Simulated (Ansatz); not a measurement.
Species: GeH2I, charge 0, doublet. GeH2I (SMILES [GeH2][I], doublet).
B3LYP-D3(BJ)/def2-TZVP minimum from Ansatz (a quantum-chemistry and plane-wave program):
```xyz
4

Ge    -1.5359    -0.0476    -0.0132
I      1.0032     0.0067    -0.0067
H     -1.9993    -0.0911     1.4674
H     -2.0227     1.2616    -0.6895
```
Charge 0, spin multiplicity 2.

Total energies in def2-TZVPP, 13 correlated electrons, 23 frozen orbitals. Radicals and triplets start from unrestricted determinants; spin-orbit coupling is neglected. Correlated methods leave the cores frozen (noble-gas shells, and filled d and f shells in the p block). Past Kr the def2 sets carry scalar-relativistic core potentials. Spin-orbit terms, left out, reach several kcal/mol for Br and I, and more for heavier atoms.

```csv
method,program,energy (Eh),minus CCSDT(Q) (mEh)
HF,Ansatz,-2373.20134,281.70
MP2,Ansatz,-2373.43864,44.40
CCSD,Ansatz,-2373.47090,12.13
CCSD(T),Ansatz,-2373.48141,1.62
CCSDT(Q),Ansatz,-2373.48304,0.00
```

Rough core times of Ansatz's runs on a shared machine: CCSD(T) 30 s, CCSDT(Q) 30 min.
